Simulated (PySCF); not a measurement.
Vertical excitations of a molecule C5H4O2 from TDDFT-PBE/def2-SVPD (PySCF), as energy in eV (oscillator strength): 3.70 (0.000), 3.85 (0.053), 4.04 (0.000), 4.71 (0.113), 4.87 (0.000), 6.02 (0.002), 6.30 (0.090), 6.38 (0.007), 6.43 (0.000), 6.48 (0.029). Lowest triplet (TDA): 2.69 eV. Geometry optimised at PBE0-D3(BJ)/def2-SVP. One conformer was computed; it need not be the lowest.

Question: Identify the compound among the candidates.
A. C=C=C1OCC1=O
B. C=C1OC(=C)C1=O
C. C=C1C=COC1=O
D. C=C1OC=CC1=O

Answer: A, C=C=C1OCC1=O
